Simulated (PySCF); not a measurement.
C3H4O2Si.

```xyz
10

O     -0.3783    -2.3047     0.0000
C     -0.1169    -1.1250     0.0000
C      1.2669    -0.5282     0.0000
C      1.3485     0.8228     0.0000
Si    -0.4250     1.4366     0.0000
O     -1.0924    -0.1484     0.0000
H      2.1163    -1.2298     0.0000
H      2.3059     1.3651     0.0000
H     -0.8486     2.1797    -1.2305
H     -0.8486     2.1797     1.2305
```

The structure is a stationary point at PBE-D3(BJ)/def2-SVP. This is a generated structure with no PubChem entry under its InChIKey; it may be hypothetical.

Computed with PBE/pcSseg-1 run with PySCF. Non-relativistic, no solvent.

Task: Give the absolute GIAO shielding of each atom: isotropic value and principal components (ppm). (Estimate from the structure and the level; the computed values follow.)

Result: 
| atom | σ(iso) | σ11 | σ22 | σ33 | span |
|---|---|---|---|---|---|
| O1 | -146.3 | -408.9 | -286.6 | 256.8 | 665.7 |
| C2 | 8.6 | -84.3 | 36.5 | 73.6 | 157.9 |
| C3 | 26.2 | -94.0 | 40.5 | 132.0 | 226.0 |
| C4 | 29.9 | -95.1 | 19.9 | 164.9 | 260.0 |
| Si5 | 339.7 | 301.6 | 306.1 | 411.5 | 109.9 |
| O6 | 129.4 | -77.5 | 221.1 | 244.6 | 322.2 |
| H7 | 24.1 | 21.8 | 23.3 | 27.3 | 5.5 |
| H8 | 23.7 | 20.8 | 24.8 | 25.7 | 4.9 |
| H9 | 25.6 | 22.7 | 23.7 | 30.3 | 7.6 |
| H10 | 25.6 | 22.7 | 23.7 | 30.3 | 7.6 |
